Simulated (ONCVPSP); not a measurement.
**How hard is this Zn ONCV potential?**

Zn, optimised norm-conserving Vanderbilt (ONCV), made with ONCVPSP 4.0.1 (PBE, scalar-relativistic). Core [Ar], reference 3d10 4s1.75 4p0.25. Waves: 4s: rc 1.65 bohr, ncon 4, nbas 8, qcut 4.6 1/bohr, 1 projector; 4p: rc 1.62 bohr, ncon 4, nbas 7, qcut 3.1 1/bohr, 2 projectors, debl 3.3 Ha; 3d: rc 1.30 bohr, ncon 5, nbas 10, qcut 11.3 1/bohr, 2 projectors, debl 2 Ha. Local part: polynomial inside 1.05 bohr (lpopt 5, dvloc0 0 Ha). Core correction: Teter function, fcfact 3.5, rcfact 1.4.

Q: For each optimised wave give the share of its norm inside rc, the residual kinetic energy above qcut (Ha) and the cutoffs (Ha) for errors of 10, 1, 0.1 and 0.01 mHa per electron.

A:

| wave | norm inside rc | residual KE | 10 mHa | 1 mHa | 0.1 mHa | 0.01 mHa |
| --- | --- | --- | --- | --- | --- | --- |
| 4s | 0.162 | 8.7e-05 | 4.0 | 6.4 | 9.7 | 61.1 |
| 4p | 0.037 | 1.7e-03 | 1.0 | 19.4 | 52.0 | 63.8 |
| p projector 2 | 0.119 | 2.0e-01 | 65.6 | 78.8 | 104.4 | not reached |
| 3d | 0.821 | 1.9e-04 | 50.5 | 58.0 | 82.6 | 216.5 |
| d projector 2 | 0.055 | 1.3e-04 | 45.8 | 56.0 | 65.3 | 170.1 |

The occupied waves need 58 Ha and 83 Ha for 1 and 0.1 mHa. Note: ghosts flagged at negative energy: s at -81.9 eV; GHOST(+) flagged for p at 111.8 eV. A true bound ghost makes a file unfit for plane-wave use. 2 of 4 tests not solved or not reliable.
